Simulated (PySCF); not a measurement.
Input of a response calculation (the driver script's job line, then coordinates in Å):

```
{"job": {"kind": "uv", "xc": "CAM-B3LYP", "basis": "def2-SVPD", "nstates": 8, "ntriplets": 3}, "charge": 0, "multiplicity": 1}
C      1.261818    -0.155794    -0.184305
C      0.151591     0.077713     0.512917
B     -1.262382     0.105547    -0.122536
F     -1.478569    -0.100767    -1.408460
F     -2.358779     0.336916     0.574613
H      1.224055    -0.340130    -1.245709
H      2.238793    -0.172014     0.271456
H      0.232529     0.257940     1.577459
```

The program printed:

```
coarse grid: 7296 points
cycle   1  E = -302.2316770713  dE =  5.438e-01  |g| = 6.060e-01  |ddm| = 4.269e+00
cycle   2  E = -302.2199131845  dE =  1.176e-02  |g| = 7.284e-01  |ddm| = 1.265e+00
cycle   3  E = -302.3002967411  dE = -8.038e-02  |g| = 4.435e-02  |ddm| = 6.041e-01
cycle   4  E = -302.3006662716  dE = -3.695e-04  |g| = 2.055e-02  |ddm| = 9.725e-02
cycle   5  E = -302.3007684949  dE = -1.022e-04  |g| = 5.495e-03  |ddm| = 2.950e-02
cycle   6  E = -302.3007752559  dE = -6.761e-06  |g| = 1.609e-03  |ddm| = 8.691e-03
final grid: 72952 points
cycle   7  E = -302.3429279259  dE = -3.468e-05  |g| = 2.759e-03  |ddm| = 6.047e-02
cycle   8  E = -302.3429280424  dE = -1.165e-07  |g| = 2.693e-03  |ddm| = 8.507e-03
cycle   9  E = -302.3429297268  dE = -1.684e-06  |g| = 3.632e-04  |ddm| = 3.245e-03
cycle  10  E = -302.3429297520  dE = -2.525e-08  |g| = 1.660e-04  |ddm| = 5.967e-04
cycle  11  E = -302.3429297591  dE = -7.063e-09  |g| = 2.653e-05  |ddm| = 2.353e-04
cycle  12  E = -302.3429297592  dE = -1.113e-10  |g| = 1.094e-05  |ddm| = 3.068e-05
converged SCF energy = -302.3429297592

Static polarisability (au): isotropic 38.506, principal 27.881 36.514 51.121

Singlet excitations
state   eV       nm        f      main configurations
  1   6.7627    183.3   0.00066   H-1->L 0.98
  2   6.8277    181.6   0.36437   H->L 0.97
  3   8.0637    153.8   0.07285   H->L+1 0.86, H->L+2 0.09
  4   8.3951    147.7   0.00029   H-2->L 0.76, H-3->L 0.18
  5   8.9180    139.0   0.00002   H->L+2 0.80, H->L+1 0.10
  6   9.0726    136.7   0.00026   H-3->L 0.60, H->L+3 0.15, H-2->L 0.15
  7   9.1192    136.0   0.00005   H->L+3 0.70, H-3->L 0.16
  8   9.5049    130.4   0.00611   H-1->L+1 0.92

Triplet excitations (Tamm-Dancoff, eV): 3.9743 6.1242 7.8612
```

Method used: PySCF, TDDFT CAM-B3LYP/def2-SVPD, vertical, gas phase, core orbitals frozen in the response. Isolated species at its GFN2-xTB geometry, gas phase.

**Question.** What is the polarisability anisotropy, √(½[(α1 − α2)² + (α2 − α3)² + (α3 − α1)²])?

**Answer.** 20.35 au.

**Question.** Give the energy of state 5 in hartree, cm⁻¹ and kJ/mol.

**Answer.** 0.32773 hartree, 71929 cm⁻¹, 860.5 kJ/mol.

**Question.** How much of the mean polarisability do the listed states account for?

**Answer.** The sum over states Σ f/ΔE² (ΔE in hartree) gives 6.68 au, 17% of the total; the rest comes from higher roots of the same response equations.

**Question.** What transition dipole goes with state 2?

**Answer.** |μ|² = 3f / (2ΔE) = 3 × 0.3644 / (2 × 0.2509) ≈ 2.178 au, so |μ| = 3.75 D.

**Question.** How many basis functions and electrons does this run hold?

**Answer.** 130 basis functions for 38 electrons in 19 doubly occupied orbitals.

**Question.** Write the structure that the coordinates describe.

**Answer.** vinyldifluoroborane, `FB(C=C)F` (C2H3BF2), point group Cs.

The SCF starts on a coarse grid; the energy jumps when the final grid takes over, and dE counts afresh there. H and L stand for HOMO and LUMO.

Hardware: one thread, x86-64 server, no GPU, shared host. Cost: 6.4 s.

The values belong to the conformer `[CH2:1]=[CH:2][B:3]([F:4])[F:5]`: C1–C2–B3–F4 0°.
